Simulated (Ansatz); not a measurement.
Species: HgF₂, charge 0, multiplicity 1. 
Coordinates optimised at B3LYP-D3(BJ)/def2-TZVP (Ansatz, a first-principles code):
```xyz
3

F      0.0000     0.0000    -1.9351
Hg     0.0000     0.0000     0.0000
F      0.0000     0.0000     1.9351
```

Total electronic energies in hartree. Cores are frozen in the correlated levels unless marked. No spin-orbit coupling. The frozen core is the preceding noble-gas configuration, with the filled d and f shells of earlier blocks. Past Kr the def2 sets carry scalar-relativistic core potentials. CBS marks a two-point X^-3 extrapolation of the correlation energy; Hartree-Fock from the larger set. [CCSD(T)-MP2]/basis is that difference in the basis named.

```
level                                                                 program  energy (Eh)
-------------------------------------------------------------  --------------  -----------
RI-HF/def2-QZVPP                                                       Ansatz   -351.48050
B3LYP-D4/def2-TZVPD                                            Ansatz + dftd4          ___
PBE0-D3(BJ)/def2-TZVP                                          Ansatz + dftd3          ___
PBE0/def2-TZVPD                                                        Ansatz          ___
r2SCANh/def2-TZVPD                                                     Ansatz   -353.20961
CAM-B3LYP/def2-TZVPD                                                   Ansatz   -353.17611
LC-wPBE/def2-TZVPD                                                     Ansatz   -353.17806
wB97M-V/def2-TZVPD                                                     Ansatz   -353.12786
PBE-QIDH/def2-TZVPD                                                    Ansatz   -352.81491
SCS-MP2/def2-SVPD                                                      Ansatz   -351.87494
CCSD(T)/def2-SVPD                                                      Ansatz   -351.92642
CCSD(T)/def2-TZVPP                                                     Ansatz   -352.40232
RI-MP2/CBS(def2-TZVPPD,def2-QZVPPD)+[CCSD(T)-MP2]/def2-TZVPPD          Ansatz    -352.5449
RI-MP2/CBS(def2-TZVPPD,def2-QZVPPD)+[CCSD(T)-MP2]/def2-QZVPPD          Ansatz    -352.5423
CCSD(T)/CBS(def2-TZVPPD,def2-QZVPPD)                                   Ansatz    -352.5407
```

**Question.** Complete the blanks.

**Answer.** 
- B3LYP-D4/def2-TZVPD, energy (Eh): -353.31636
- PBE0-D3(BJ)/def2-TZVP, energy (Eh): -353.06040
- PBE0/def2-TZVPD, energy (Eh): -353.06354
